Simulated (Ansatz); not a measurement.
Geometry optimisation, Ansatz, RKS PBE0-D4/def2-SVP.

input.yaml

```yaml
crystal:
  periodic: [false, false, false]
  atoms:
    - { symbol: Ga, position_ang: [0.076494, -0.279977, 0.151961] }
    - { symbol: "N", position_ang: [0.026315, -0.146937, 2.043308] }
    - { symbol: H, position_ang: [-0.779602, -0.476335, 2.567326] }
    - { symbol: H, position_ang: [0.874406, -0.26095, 2.589078] }
    - { symbol: H, position_ang: [1.493165, -0.213885, -0.499802] }
    - { symbol: H, position_ang: [-1.311358, -0.502097, -0.533582] }
    - { symbol: O, position_ang: [-0.388149, 2.603065, 0.728242] }
    - { symbol: H, position_ang: [-1.341532, 2.753512, 0.684915] }
    - { symbol: H, position_ang: [-0.279139, 2.023803, 1.521153] }
basis:
  gaussian: { orbitals: def2-SVP }
hamiltonian:
  xc: pbe0
  dispersion: d4
relax:
  f_tol: 0.03
  max_steps: 50
```

Launched with:

```bash
$ ansatz run input.yaml --threads 2 --pin off --max-ram 3072MiB --backend cpu --events-out ev --progress --plain --runs-dir out
```

**Question.** Where does it end, and by what steps?

**Answer.** The forces met the threshold. After 8 steps the energy has fallen by 0.381 eV; O7 moved furthest, 0.47 Å. Joined: Ga1–O7 (2.98 → 2.15 Å).

| step | energy less start (eV) | largest force component (eV/Å) | accepted |
| --- | --- | --- | --- |
| 0 | 0.0000 | 1.043 | yes |
| 1 | -0.1476 | 0.665 | yes |
| 2 | -0.3027 | 0.968 | yes |
| 3 | -0.3376 | 0.844 | yes |
| 4 | -0.3727 | 0.353 | yes |
| 5 | -0.3774 | 0.169 | yes |
| 6 | -0.3805 | 0.057 | yes |
| 7 | -0.3810 | 0.046 | yes |
| 8 | -0.3812 | 0.024 | yes |

```xyz
9
Properties=species:S:1:pos:R:3
Ga -0.001 0.067 0.203
N -0.014 0.033 2.107
H -0.761 -0.490 2.559
H 0.855 -0.204 2.581
H 1.401 0.021 -0.489
H -1.375 -0.319 -0.458
O -0.282 2.150 0.662
H -1.169 2.494 0.505
H -0.283 1.747 1.583
```

The run took 20 s on 2 threads of Arm Neoverse V1, with other jobs on the host, peak memory 0.18 GiB.
